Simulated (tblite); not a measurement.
Record of a relaxation.

Compound: C4H6FGaO3.
SMILES with atom numbers: `[CH3:1][O:2][C:3]1=[C:4]([F:5])[CH:6]=[O+:7][GaH2-:8][O:9]1` (hydrogens: H10, H11, H12 on C1; H13 on C6; H14, H15 on Ga8)
Bond orders are those of one Lewis drawing.

Computed with GFN2-xTB (tblite), gas phase: L-BFGS steps from a force-field or distance-geometry start until the largest atomic force falls under 0.01 eV/Å. 13 of its 38 geometries are shown.

Step 0: E = -810.0864 eV, largest atomic force 5.184 eV/Å
```
atom  x, y, z in Å  |  force x, y, z in eV/Å
C1     -2.668   -0.561    0.298   -0.254  -0.305   0.002
O2     -1.787    0.540    0.128    2.604  -0.398  -0.153
C3     -0.393    0.356    0.006   -2.346  -4.606   0.393
C4      0.366    1.466   -0.155    3.428   0.842  -0.370
F5     -0.249    2.667   -0.148    0.237   0.000  -0.069
C6      1.841    1.462   -0.319   -2.448  -0.615   0.372
O7      2.583    0.436   -0.317   -0.665   1.293  -0.071
Ga8     1.922   -1.255   -0.077    0.693  -2.230   0.145
O9      0.122   -0.944    0.026   -2.053   4.405  -0.039
H10    -3.717   -0.172    0.389    1.077  -0.009  -0.132
H11    -2.429   -1.124    1.220    0.015   0.171  -0.429
H12    -2.620   -1.235   -0.580    0.060   0.219   0.430
H13     2.319    2.425   -0.443    0.009   0.400  -0.045
H14     2.455   -1.880    1.302   -0.195   0.372  -0.363
H15     2.250   -2.173   -1.355   -0.161   0.461   0.329
```

Step 3: E = -810.9784 eV, largest atomic force 0.538 eV/Å
```
atom  x, y, z in Å  |  force x, y, z in eV/Å
C1     -2.661   -0.565    0.297    0.433   0.004  -0.040
O2     -1.721    0.514    0.126   -0.434   0.219   0.051
C3     -0.429    0.308    0.008    0.288   0.147  -0.057
C4      0.411    1.457   -0.156   -0.102   0.222   0.023
F5     -0.234    2.658   -0.151    0.073  -0.016  -0.044
C6      1.780    1.475   -0.311   -0.102  -0.249   0.051
O7      2.559    0.452   -0.317   -0.493  -0.010   0.028
Ga8     1.960   -1.330   -0.073    0.316  -0.407   0.016
O9      0.062   -0.853    0.028    0.027  -0.325   0.028
H10    -3.677   -0.165    0.384    0.433   0.310  -0.078
H11    -2.427   -1.119    1.206    0.100  -0.077  -0.014
H12    -2.617   -1.230   -0.566    0.082  -0.083   0.001
H13     2.304    2.429   -0.442   -0.356   0.112   0.037
H14     2.444   -1.867    1.291   -0.126   0.082   0.062
H15     2.240   -2.157   -1.345   -0.139   0.070  -0.065
```

Step 6: E = -811.0613 eV, largest atomic force 0.322 eV/Å
```
atom  x, y, z in Å  |  force x, y, z in eV/Å
C1     -2.621   -0.564    0.293   -0.053   0.006   0.004
O2     -1.723    0.530    0.128    0.237  -0.063  -0.038
C3     -0.423    0.314    0.005   -0.038  -0.210   0.066
C4      0.397    1.466   -0.152   -0.025  -0.014  -0.005
F5     -0.229    2.666   -0.158   -0.177   0.195  -0.011
C6      1.759    1.470   -0.305   -0.120  -0.032   0.007
O7      2.507    0.435   -0.314    0.010  -0.203   0.010
Ga8     1.998   -1.385   -0.071   -0.226   0.230  -0.003
O9      0.051   -0.861    0.031    0.061   0.141  -0.014
H10    -3.615   -0.128    0.373    0.051   0.131  -0.012
H11    -2.410   -1.128    1.202    0.187   0.003  -0.010
H12    -2.602   -1.238   -0.565    0.190   0.009  -0.028
H13     2.256    2.438   -0.436   -0.086   0.005   0.024
H14     2.429   -1.857    1.303    0.017  -0.070   0.269
H15     2.222   -2.149   -1.357   -0.028  -0.127  -0.259
```

Step 9: E = -811.0840 eV, largest atomic force 0.158 eV/Å
```
atom  x, y, z in Å  |  force x, y, z in eV/Å
C1     -2.609   -0.563    0.291    0.019  -0.004  -0.002
O2     -1.711    0.529    0.126   -0.014  -0.071   0.006
C3     -0.419    0.308    0.008    0.055   0.147  -0.016
C4      0.386    1.472   -0.151   -0.033   0.012   0.003
F5     -0.241    2.679   -0.161   -0.046  -0.124   0.003
C6      1.745    1.464   -0.303   -0.023   0.024  -0.004
O7      2.486    0.418   -0.312   -0.022   0.117  -0.006
Ga8     1.991   -1.386   -0.070   -0.083  -0.055   0.005
O9      0.056   -0.860    0.031    0.058  -0.030   0.013
H10    -3.591   -0.104    0.369   -0.034  -0.021   0.009
H11    -2.387   -1.130    1.199    0.090   0.048  -0.035
H12    -2.579   -1.240   -0.567    0.102   0.050   0.005
H13     2.232    2.438   -0.432    0.041  -0.083   0.009
H14     2.423   -1.859    1.329   -0.053  -0.011  -0.018
H15     2.212   -2.157   -1.382   -0.056   0.000   0.028
```

Step 12: E = -811.0896 eV, largest atomic force 0.125 eV/Å
```
atom  x, y, z in Å  |  force x, y, z in eV/Å
C1     -2.605   -0.563    0.291    0.048   0.016  -0.007
O2     -1.708    0.525    0.126   -0.003   0.125  -0.004
C3     -0.415    0.312    0.009   -0.050  -0.096   0.006
C4      0.382    1.474   -0.150    0.035  -0.002  -0.006
F5     -0.253    2.671   -0.161   -0.079   0.041  -0.002
C6      1.740    1.465   -0.303    0.017   0.020   0.002
O7      2.482    0.425   -0.312    0.018  -0.063   0.003
Ga8     1.977   -1.391   -0.069   -0.006  -0.038   0.010
O9      0.064   -0.858    0.033   -0.005   0.013   0.013
H10    -3.590   -0.103    0.369    0.044  -0.082   0.000
H11    -2.370   -1.125    1.196    0.028  -0.013   0.025
H12    -2.561   -1.235   -0.568    0.023  -0.015  -0.028
H13     2.234    2.431   -0.430    0.053   0.083  -0.011
H14     2.415   -1.862    1.333   -0.063  -0.001  -0.059
H15     2.203   -2.160   -1.384   -0.060   0.014   0.056
```

Step 15: E = -811.0947 eV, largest atomic force 0.123 eV/Å
```
atom  x, y, z in Å  |  force x, y, z in eV/Å
C1     -2.591   -0.561    0.289    0.034  -0.022   0.000
O2     -1.705    0.535    0.126    0.025  -0.029  -0.004
C3     -0.413    0.312    0.009    0.023   0.062   0.005
C4      0.380    1.477   -0.151    0.037   0.029  -0.016
F5     -0.275    2.666   -0.162    0.031   0.015  -0.008
C6      1.739    1.470   -0.303    0.038   0.007  -0.001
O7      2.476    0.425   -0.311   -0.021  -0.043   0.012
Ga8     1.963   -1.402   -0.067    0.006   0.117  -0.011
O9      0.068   -0.856    0.037   -0.122  -0.004   0.015
H10    -3.580   -0.114    0.369    0.013  -0.071  -0.001
H11    -2.347   -1.121    1.195    0.008  -0.009  -0.004
H12    -2.538   -1.231   -0.572    0.005  -0.006   0.007
H13     2.242    2.434   -0.430   -0.003   0.026  -0.002
H14     2.396   -1.865    1.329   -0.030  -0.036   0.032
H15     2.182   -2.160   -1.379   -0.044  -0.036  -0.024
```

Step 18: E = -811.0990 eV, largest atomic force 0.128 eV/Å
```
atom  x, y, z in Å  |  force x, y, z in eV/Å
C1     -2.575   -0.563    0.288   -0.010  -0.030   0.003
O2     -1.701    0.542    0.124   -0.047  -0.012   0.007
C3     -0.411    0.318    0.009   -0.004   0.046  -0.005
C4      0.384    1.484   -0.154   -0.029   0.003   0.005
F5     -0.287    2.664   -0.164    0.126   0.010  -0.018
C6      1.744    1.476   -0.303   -0.022   0.011  -0.003
O7      2.469    0.420   -0.309   -0.003   0.096   0.003
Ga8     1.952   -1.394   -0.067    0.005   0.010  -0.008
O9      0.055   -0.854    0.042    0.002   0.013   0.001
H10    -3.571   -0.136    0.369   -0.017  -0.005   0.001
H11    -2.326   -1.121    1.194    0.033  -0.024  -0.012
H12    -2.517   -1.230   -0.575    0.032  -0.026   0.009
H13     2.249    2.441   -0.430   -0.002  -0.065   0.004
H14     2.375   -1.873    1.329   -0.024  -0.018   0.017
H15     2.157   -2.166   -1.377   -0.039  -0.010  -0.005
```

Step 22: E = -811.1041 eV, largest atomic force 0.143 eV/Å
```
atom  x, y, z in Å  |  force x, y, z in eV/Å
C1     -2.560   -0.574    0.287   -0.019  -0.002   0.000
O2     -1.708    0.550    0.125   -0.004   0.004  -0.002
C3     -0.416    0.332    0.010   -0.058  -0.035   0.006
C4      0.383    1.491   -0.156    0.016   0.020  -0.002
F5     -0.270    2.678   -0.172   -0.033   0.128  -0.009
C6      1.742    1.483   -0.303    0.021  -0.056   0.008
O7      2.467    0.430   -0.305    0.079  -0.119   0.005
Ga8     1.940   -1.384   -0.067   -0.014  -0.067   0.025
O9      0.043   -0.844    0.049    0.080   0.070  -0.017
H10    -3.564   -0.165    0.370   -0.005  -0.033   0.006
H11    -2.292   -1.128    1.190   -0.002  -0.016  -0.001
H12    -2.484   -1.237   -0.576    0.002  -0.020   0.004
H13     2.258    2.438   -0.429   -0.026   0.079  -0.008
H14     2.341   -1.887    1.332   -0.017   0.020  -0.035
H15     2.115   -2.175   -1.374   -0.021   0.028   0.018
```

Step 25: E = -811.1081 eV, largest atomic force 0.128 eV/Å
```
atom  x, y, z in Å  |  force x, y, z in eV/Å
C1     -2.549   -0.584    0.287    0.012  -0.018   0.000
O2     -1.717    0.555    0.125    0.025  -0.032  -0.008
C3     -0.424    0.345    0.011    0.077   0.102  -0.011
C4      0.382    1.501   -0.158    0.029   0.047  -0.008
F5     -0.254    2.701   -0.181    0.013  -0.045   0.000
C6      1.744    1.482   -0.302    0.038  -0.015   0.003
O7      2.472    0.428   -0.301   -0.046  -0.010   0.011
Ga8     1.929   -1.386   -0.065   -0.038  -0.009  -0.001
O9      0.045   -0.827    0.051    0.020   0.045  -0.011
H10    -3.559   -0.193    0.371   -0.020  -0.048   0.008
H11    -2.265   -1.136    1.186   -0.033   0.005   0.007
H12    -2.457   -1.247   -0.576   -0.030   0.003   0.001
H13     2.259    2.441   -0.430   -0.055  -0.037   0.004
H14     2.312   -1.896    1.331    0.011   0.002   0.020
H15     2.078   -2.177   -1.371   -0.002   0.009  -0.017
```

Step 28: E = -811.1098 eV, largest atomic force 0.037 eV/Å
```
atom  x, y, z in Å  |  force x, y, z in eV/Å
C1     -2.544   -0.589    0.287    0.016   0.003  -0.002
O2     -1.718    0.556    0.124    0.000   0.017  -0.003
C3     -0.422    0.357    0.010   -0.006  -0.013  -0.002
C4      0.386    1.510   -0.159   -0.012  -0.007   0.004
F5     -0.247    2.710   -0.184    0.017   0.006  -0.004
C6      1.747    1.479   -0.301   -0.020   0.017   0.000
O7      2.471    0.425   -0.298   -0.026   0.016   0.008
Ga8     1.920   -1.388   -0.063   -0.020  -0.007   0.002
O9      0.049   -0.815    0.051    0.015   0.000  -0.003
H10    -3.559   -0.209    0.372    0.016  -0.018  -0.001
H11    -2.258   -1.140    1.185   -0.014  -0.001   0.013
H12    -2.449   -1.251   -0.577   -0.017  -0.006  -0.007
H13     2.256    2.440   -0.430    0.035  -0.010  -0.005
H14     2.301   -1.899    1.332    0.013  -0.001   0.016
H15     2.063   -2.177   -1.371    0.002   0.004  -0.017
```

Step 31: E = -811.1101 eV, largest atomic force 0.025 eV/Å
```
atom  x, y, z in Å  |  force x, y, z in eV/Å
C1     -2.541   -0.590    0.287   -0.007  -0.008   0.001
O2     -1.718    0.557    0.124   -0.003  -0.014   0.000
C3     -0.422    0.358    0.010   -0.004  -0.003   0.000
C4      0.385    1.511   -0.159   -0.001   0.012  -0.001
F5     -0.244    2.712   -0.186   -0.013   0.021  -0.002
C6      1.746    1.481   -0.301    0.006  -0.002   0.001
O7      2.468    0.425   -0.297    0.000  -0.014   0.006
Ga8     1.916   -1.390   -0.063    0.001  -0.010   0.005
O9      0.051   -0.812    0.050   -0.012  -0.004   0.000
H10    -3.558   -0.214    0.373   -0.001   0.004  -0.001
H11    -2.258   -1.141    1.187    0.004   0.003  -0.001
H12    -2.449   -1.252   -0.577    0.003  -0.001   0.002
H13     2.259    2.439   -0.430    0.019   0.004  -0.004
H14     2.301   -1.900    1.334    0.006   0.003  -0.004
H15     2.060   -2.177   -1.373    0.001   0.009  -0.003
```

Step 34: E = -811.1102 eV, largest atomic force 0.014 eV/Å
```
atom  x, y, z in Å  |  force x, y, z in eV/Å
C1     -2.541   -0.591    0.287   -0.003  -0.001   0.001
O2     -1.718    0.556    0.123   -0.003   0.005  -0.002
C3     -0.422    0.359    0.010    0.004   0.013  -0.001
C4      0.385    1.513   -0.159    0.002   0.003  -0.002
F5     -0.244    2.715   -0.186    0.001  -0.012  -0.001
C6      1.746    1.481   -0.301    0.001  -0.002   0.001
O7      2.467    0.424   -0.295   -0.008   0.001   0.005
Ga8     1.914   -1.391   -0.062    0.003   0.003  -0.002
O9      0.050   -0.812    0.050   -0.006   0.004   0.000
H10    -3.557   -0.216    0.373   -0.009   0.007   0.000
H11    -2.257   -1.141    1.187    0.006  -0.004  -0.001
H12    -2.448   -1.253   -0.577    0.005  -0.007   0.002
H13     2.262    2.439   -0.431    0.000  -0.014   0.000
H14     2.301   -1.900    1.334    0.006  -0.001  -0.002
H15     2.059   -2.175   -1.374    0.001   0.006   0.001
```

Step 37: E = -811.1103 eV, largest atomic force 0.009 eV/Å
```
atom  x, y, z in Å  |  force x, y, z in eV/Å
C1     -2.542   -0.592    0.287    0.004   0.007  -0.001
O2     -1.719    0.556    0.123   -0.002   0.007  -0.002
C3     -0.423    0.360    0.009   -0.008  -0.005   0.000
C4      0.385    1.514   -0.159   -0.002  -0.006   0.000
F5     -0.244    2.716   -0.187   -0.001   0.000  -0.002
C6      1.746    1.481   -0.301   -0.004  -0.004   0.002
O7      2.465    0.423   -0.294    0.002  -0.006   0.004
Ga8     1.914   -1.392   -0.062   -0.001   0.005   0.001
O9      0.049   -0.811    0.050    0.004   0.004   0.001
H10    -3.558   -0.215    0.373    0.005  -0.005   0.000
H11    -2.256   -1.141    1.187   -0.001   0.002  -0.003
H12    -2.448   -1.254   -0.577    0.000   0.000   0.005
H13     2.264    2.437   -0.432    0.000   0.000   0.000
H14     2.303   -1.900    1.334    0.004  -0.002  -0.003
H15     2.059   -2.174   -1.374    0.001   0.003  -0.001
```

**Question.** Summarise the path.

**Answer.** The energy falls by 23.61 kcal/mol from step 0 to step 37; nine tenths of that is first reached at step 4. It falls at every step. The largest force goes from 5.184 to 0.009 eV/Å. Among the bonds C3–O9 changes most, from 1.399 to 1.263 Å; the atoms move by 0.129 Å rms after alignment.

**Question.** Follow the three bonds and two angles with the largest change from start to end.

**Answer.** 
```json
{"step": "0", "E above end (kcal/mol)": "23.61", "largest force (eV/Å)": "5.184", "C3–O9 (Å)": "1.399", "Ga8–O9 (Å)": "1.830", "C4–C6 (Å)": "1.485", "H14–Ga8–H15 (°)": "113.1", "O7–Ga8–O9 (°)": "101.9"}
{"step": "2", "E above end (kcal/mol)": "4.41", "largest force (eV/Å)": "1.198", "C3–O9 (Å)": "1.251", "Ga8–O9 (Å)": "1.935", "C4–C6 (Å)": "1.365", "H14–Ga8–H15 (°)": "117.4", "O7–Ga8–O9 (°)": "96.1"}
{"step": "3", "E above end (kcal/mol)": "3.04", "largest force (eV/Å)": "0.538", "C3–O9 (Å)": "1.261", "Ga8–O9 (Å)": "1.960", "C4–C6 (Å)": "1.378", "H14–Ga8–H15 (°)": "119.0", "O7–Ga8–O9 (°)": "94.8"}
{"step": "5", "E above end (kcal/mol)": "1.68", "largest force (eV/Å)": "0.458", "C3–O9 (Å)": "1.267", "Ga8–O9 (Å)": "2.004", "C4–C6 (Å)": "1.376", "H14–Ga8–H15 (°)": "122.8", "O7–Ga8–O9 (°)": "92.2"}
{"step": "6", "E above end (kcal/mol)": "1.13", "largest force (eV/Å)": "0.322", "C3–O9 (Å)": "1.266", "Ga8–O9 (Å)": "2.019", "C4–C6 (Å)": "1.371", "H14–Ga8–H15 (°)": "124.9", "O7–Ga8–O9 (°)": "90.9"}
{"step": "8", "E above end (kcal/mol)": "0.70", "largest force (eV/Å)": "0.193", "C3–O9 (Å)": "1.263", "Ga8–O9 (Å)": "2.015", "C4–C6 (Å)": "1.367", "H14–Ga8–H15 (°)": "125.7", "O7–Ga8–O9 (°)": "90.4"}
{"step": "10", "E above end (kcal/mol)": "0.56", "largest force (eV/Å)": "0.107", "C3–O9 (Å)": "1.263", "Ga8–O9 (Å)": "2.001", "C4–C6 (Å)": "1.367", "H14–Ga8–H15 (°)": "125.4", "O7–Ga8–O9 (°)": "90.5"}
{"step": "11", "E above end (kcal/mol)": "0.52", "largest force (eV/Å)": "0.107", "C3–O9 (Å)": "1.263", "Ga8–O9 (Å)": "1.995", "C4–C6 (Å)": "1.367", "H14–Ga8–H15 (°)": "125.4", "O7–Ga8–O9 (°)": "90.5"}
{"step": "13", "E above end (kcal/mol)": "0.43", "largest force (eV/Å)": "0.117", "C3–O9 (Å)": "1.264", "Ga8–O9 (Å)": "1.982", "C4–C6 (Å)": "1.367", "H14–Ga8–H15 (°)": "125.8", "O7–Ga8–O9 (°)": "90.1"}
{"step": "14", "E above end (kcal/mol)": "0.39", "largest force (eV/Å)": "0.107", "C3–O9 (Å)": "1.264", "Ga8–O9 (Å)": "1.977", "C4–C6 (Å)": "1.368", "H14–Ga8–H15 (°)": "126.1", "O7–Ga8–O9 (°)": "90.0"}
{"step": "16", "E above end (kcal/mol)": "0.32", "largest force (eV/Å)": "0.111", "C3–O9 (Å)": "1.263", "Ga8–O9 (Å)": "1.973", "C4–C6 (Å)": "1.368", "H14–Ga8–H15 (°)": "126.1", "O7–Ga8–O9 (°)": "90.1"}
{"step": "18", "E above end (kcal/mol)": "0.26", "largest force (eV/Å)": "0.128", "C3–O9 (Å)": "1.262", "Ga8–O9 (Å)": "1.975", "C4–C6 (Å)": "1.368", "H14–Ga8–H15 (°)": "125.6", "O7–Ga8–O9 (°)": "90.4"}
{"step": "19", "E above end (kcal/mol)": "0.24", "largest force (eV/Å)": "0.117", "C3–O9 (Å)": "1.262", "Ga8–O9 (Å)": "1.976", "C4–C6 (Å)": "1.367", "H14–Ga8–H15 (°)": "125.4", "O7–Ga8–O9 (°)": "90.6"}
{"step": "21", "E above end (kcal/mol)": "0.18", "largest force (eV/Å)": "0.140", "C3–O9 (Å)": "1.263", "Ga8–O9 (Å)": "1.976", "C4–C6 (Å)": "1.366", "H14–Ga8–H15 (°)": "125.1", "O7–Ga8–O9 (°)": "90.7"}
{"step": "23", "E above end (kcal/mol)": "0.11", "largest force (eV/Å)": "0.123", "C3–O9 (Å)": "1.263", "Ga8–O9 (Å)": "1.973", "C4–C6 (Å)": "1.367", "H14–Ga8–H15 (°)": "125.1", "O7–Ga8–O9 (°)": "90.7"}
{"step": "24", "E above end (kcal/mol)": "0.08", "largest force (eV/Å)": "0.100", "C3–O9 (Å)": "1.263", "Ga8–O9 (Å)": "1.971", "C4–C6 (Å)": "1.368", "H14–Ga8–H15 (°)": "125.2", "O7–Ga8–O9 (°)": "90.7"}
{"step": "26", "E above end (kcal/mol)": "0.03", "largest force (eV/Å)": "0.097", "C3–O9 (Å)": "1.263", "Ga8–O9 (Å)": "1.966", "C4–C6 (Å)": "1.369", "H14–Ga8–H15 (°)": "125.4", "O7–Ga8–O9 (°)": "90.4"}
{"step": "27", "E above end (kcal/mol)": "0.02", "largest force (eV/Å)": "0.061", "C3–O9 (Å)": "1.263", "Ga8–O9 (Å)": "1.962", "C4–C6 (Å)": "1.369", "H14–Ga8–H15 (°)": "125.5", "O7–Ga8–O9 (°)": "90.4"}
{"step": "29", "E above end (kcal/mol)": "0.01", "largest force (eV/Å)": "0.039", "C3–O9 (Å)": "1.263", "Ga8–O9 (Å)": "1.958", "C4–C6 (Å)": "1.369", "H14–Ga8–H15 (°)": "125.5", "O7–Ga8–O9 (°)": "90.2"}
{"step": "31", "E above end (kcal/mol)": "0.00", "largest force (eV/Å)": "0.025", "C3–O9 (Å)": "1.263", "Ga8–O9 (Å)": "1.956", "C4–C6 (Å)": "1.369", "H14–Ga8–H15 (°)": "125.6", "O7–Ga8–O9 (°)": "90.1"}
{"step": "32", "E above end (kcal/mol)": "0.00", "largest force (eV/Å)": "0.015", "C3–O9 (Å)": "1.263", "Ga8–O9 (Å)": "1.955", "C4–C6 (Å)": "1.369", "H14–Ga8–H15 (°)": "125.6", "O7–Ga8–O9 (°)": "90.1"}
{"step": "34", "E above end (kcal/mol)": "0.00", "largest force (eV/Å)": "0.014", "C3–O9 (Å)": "1.263", "Ga8–O9 (Å)": "1.955", "C4–C6 (Å)": "1.369", "H14–Ga8–H15 (°)": "125.7", "O7–Ga8–O9 (°)": "90.1"}
{"step": "35", "E above end (kcal/mol)": "0.00", "largest force (eV/Å)": "0.012", "C3–O9 (Å)": "1.263", "Ga8–O9 (Å)": "1.956", "C4–C6 (Å)": "1.369", "H14–Ga8–H15 (°)": "125.8", "O7–Ga8–O9 (°)": "90.0"}
{"step": "37", "E above end (kcal/mol)": "0.00", "largest force (eV/Å)": "0.009", "C3–O9 (Å)": "1.263", "Ga8–O9 (Å)": "1.956", "C4–C6 (Å)": "1.369", "H14–Ga8–H15 (°)": "125.8", "O7–Ga8–O9 (°)": "90.0"}
```

The cost below is that of the whole relaxation. Time: 0.2 s of wall time. Hardware: Arm Neoverse V2, one thread, shared host.
